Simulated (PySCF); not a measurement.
NbOCl₃, SMILES [Cl][Nb]([Cl])([Cl])=[O], multiplicity 1. Geometry optimised at PBE0-D3(BJ)/def2-SVP. The multiplicity is an assumed one; other spin states were not compared. The isomer is the one that the SMILES or the coordinates give; other isomers of the formula were not compared. The def2 effective core potentials stand for the cores of Nb; spin–orbit coupling is left out.

All values below come from PBE0-D3(BJ)/def2-SVP (PySCF 2.14.0).

Harmonic wavenumbers (cm⁻¹): 103, 103, 129, 222, 222, 397, 450, 450, 1073. Rotational constants (GHz): 1.501, 1.501, 1.005; symmetry number 3.

Question: Work out the zero-point energy and the ideal-gas rigid-rotor harmonic-oscillator thermochemistry at 298.15 K and 1 atm.

Answer: ZPE = ½ Σ hcν = ½ × 3148 cm⁻¹ = 4.50 kcal/mol. H − E(el) = 9.42 kcal/mol. Entropy in cal/(mol K): translation 42.00, rotation 27.16, vibration 16.28, total 85.44. G − E(el) = -16.06 kcal/mol. Cp = 21.89 cal/(mol K). Modes under 150 cm⁻¹ make the vibrational entropy uncertain.
